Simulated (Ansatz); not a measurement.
Consider the ligand exchange at a B–C bond: `CCCBS` + `N[SiH](O)F` → `O[SiH](F)NBS` + `CCC`.

Program: Ansatz. Geometries: PBE0-D4/def2-TZVP. ΔE: electronic, gas phase. CCSD(T)/CBS adds triple-zeta CCSD(T) − MP2 to the extrapolated MP2 energy (def2 sets, frozen cores). This one scheme is used for every species. DFT in def2-TZVPP. One conformer a species, not always the lowest.

`CCCBS`:

Cartesian coordinates in Å:
```
C -1.617 -0.149 -0.180
C -0.280 -0.434 -0.847
C 0.786 0.595 -0.497
B 1.418 0.614 0.932
S 1.281 -0.640 2.187
H -2.360 -0.909 -0.429
H -2.011 0.819 -0.503
H -1.524 -0.113 0.909
H 0.066 -1.438 -0.576
H -0.422 -0.460 -1.932
H 1.655 0.486 -1.167
H 0.420 1.607 -0.718
H 2.124 1.522 1.266
H 0.464 -1.501 1.554
```

`N[SiH](O)F`:

Z-matrix (Å, degrees):
```
Si
O 1 1.629
F 1 1.596 2 112.6
N 1 1.699 2 110.7 3 116.3
H 1 1.474 2 104.5 3 -115.6
H 2 0.959 1 117.0 3 -71.5
H 4 1.007 1 120.5 2 -153.1
H 4 1.006 1 121.6 2 56.5
```

`O[SiH](F)NBS`:

```xyz
11

O    -0.103   -1.767    1.419
Si    0.662   -1.404    0.035
F     2.232   -1.667    0.132
N     0.544    0.272   -0.355
B    -0.640    1.035   -0.333
S    -0.616    2.777   -0.814
H     0.001   -1.184    2.173
H     0.111   -2.314   -0.979
H     1.397    0.716   -0.668
H    -1.666    0.528    0.011
H    -1.922    3.008   -0.622
```

`CCC`:

```xyz
11

C    -0.822   -0.461   -0.874
C     0.022   -0.475    0.390
C     0.805    0.813    0.585
H    -0.198   -0.325   -1.762
H    -1.546    0.358   -0.853
H    -1.378   -1.394   -0.998
H    -0.622   -0.646    1.258
H     0.715   -1.322    0.357
H     1.406    0.785    1.497
H     0.134    1.674    0.654
H     1.483    0.992   -0.255
```

| level | ΔE (kJ/mol) |
| --- | --- |
| PBE0-D4 | -105.5 |
| ωB97X-V | -106.7 |
| CCSD(T)/def2-TZVPP | -108.0 |
| CCSD/CBS(def2) | -106.5 |

What does CCSD(T)/CBS give? (An estimate is asked.)

Computed: -105.2 kJ/mol. The listed levels differ from it by -0.3, -1.5, -2.8, -1.3 kJ/mol.

Largest T1 diagnostic among the species: 0.012.

In def2-TZVPP, CCSD(T) changes the Hartree–Fock value by +13.2 kJ/mol (the triples alone add +1.3 kJ/mol) and MP2 by +13.4 kJ/mol. The D4 term adds +3.6 kJ/mol with B3LYP and +2.0 kJ/mol with PBE0; it sums over pairs of atoms, weighted by their polarisabilities, and B3LYP, whose exchange is more repulsive, gets the larger term.

B3LYP here is the variant with VWN-RPA as its local correlation; programs differ in this.
